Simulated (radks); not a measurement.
Ag V, 43 electrons, occupied as [Ar] 3d10 4s2 4p5 4d7 4f1 (not the ground configuration).

All-electron calculation, Dirac Kohn-Sham, revPBE, spin-unpolarised, spherical densities, finite nucleus; open shells fill j = l - 1/2 first; Fermi nuclear charge, rms radius 4.5454 fm. Program: a radial shooting solver on a logarithmic mesh with Libxc functionals.

Energy parts (hartree):
part                        energy
total                  -5309.52105
kinetic                 5556.97025
electron-nucleus      -12773.28098
Hartree                 2053.99296
exchange-correlation    -147.20328

Orbitals (lengths in bohr, moments of r in powers of bohr; <r^-3> diverges for s and p1/2):
orbital	occ.	eigenvalue (hartree)	<r^-3>	small-component weight
1s1/2	2	-932.9120	-	2.96e-02
2s1/2	2	-139.5017	-	6.21e-03
2p1/2	2	-129.8127	-	6.22e-03
2p3/2	4	-123.3689	3495	5.97e-03
3s1/2	2	-27.62165	-	1.75e-03
3p1/2	2	-23.76827	-	1.69e-03
3p3/2	4	-22.62917	628.4	1.63e-03
3d3/2	4	-15.81487	96.60	1.51e-03
3d5/2	6	-15.58522	90.93	1.49e-03
4s1/2	2	-5.85089	-	4.60e-04
4p1/2	2	-4.60939	-	4.09e-04
4p3/2	3	-4.40875	111.0	3.91e-04
4d3/2	4	-2.45998	12.24	2.78e-04
4d5/2	3	-2.43148	11.46	2.74e-04
5s1/2	0	-1.68630	-	1.05e-04
5p1/2	0	-1.36574	-	8.51e-05
5p3/2	0	-1.33303	18.21	8.20e-05
4f5/2	1	-0.76555	0.3584	6.05e-05
4f7/2	0	-0.76499	0.3548	6.02e-05

The highest occupied level is 4f5/2 at -20.832 eV. The configuration is held as typed, so some empty levels lie below it. The electron density at the nucleus is 1.458e+05 e/bohr^3. The density falls to 0.001 e/bohr^3 at r = 3.68 bohr. Summed over all electrons, <r^2> = 28.52 bohr^2, which gives a Langevin (diamagnetic) susceptibility term of -22.6 x 10^-6 cm^3/mol.
